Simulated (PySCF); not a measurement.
**Ni (nickel, neutral) across methods**

[Ar] 3d7 4s2 5s1, high-spin 5F determinant (an excited configuration). Computed with PySCF 2.14 in aug-cc-pwCVTZ (10s9p7d4f3g, 127 functions), with no relativity, point nucleus.

```csv
method,E (hartree),mean ε 4s α (eV),mean ε 4s β (eV),mean ε 5s α (eV),Σ⟨r²⟩ (bohr²),⟨S²⟩
PBE,-1507.604,-11.094,-10.391,-1.793,89.29,6.002
UHF,-1506.53886,-13.900,-12.982,-2.592,96.94,6.005
r2SCAN,-1507.841,-11.269,-10.687,-1.762,90.01,6.005
LDA,-1505.162,-11.364,-10.679,-1.761,88.71,6.002
TPSSh,-1507.876,-11.456,-10.730,-1.872,90.90,6.003
PBE0,-1507.636,-11.984,-11.258,-2.073,90.82,6.003
```

The outer electron is Rydberg-like, and this basis confines it to a smaller radius and binds it less than a complete one would.
